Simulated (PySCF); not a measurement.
Radial density of Ru⁺ (ruthenium, charge +1)

UHF, [Kr] 4d6 5p1, one real determinant (an excited configuration). All numbers are calculated (PySCF 2.14, scalar relativity through the core potential, in aug-cc-pwCVDZ-PP with ECP28MDF (6s6p5d3f, 70 functions)). This is the valence pseudo-density: the core potential removes the inner electrons and smooths the orbitals near the nucleus.

```tsv
r (bohr)	4πr²ρ (e/bohr)	4πr²(ρα − ρβ)
0.0213	1.079e-05	0.0000
0.0359	2.812e-05	0.0000
0.0603	7.232e-05	0.0000
0.102	0.0002886	0.0000
0.171	0.002907	0.0005
0.287	0.05896	0.0132
0.483	1.561	0.2579
0.812	11.55	1.9761
1.37	9.491	2.8925
2.30	1.766	1.0416
3.87	0.3682	0.3346
6.50	0.03951	0.0393
10.9	0.0001600	0.0002
```

⟨L²⟩ = 8.06 against 12 for a pure F term, so this real determinant mixes terms. Energies and moments cover only the electrons outside the core potential.
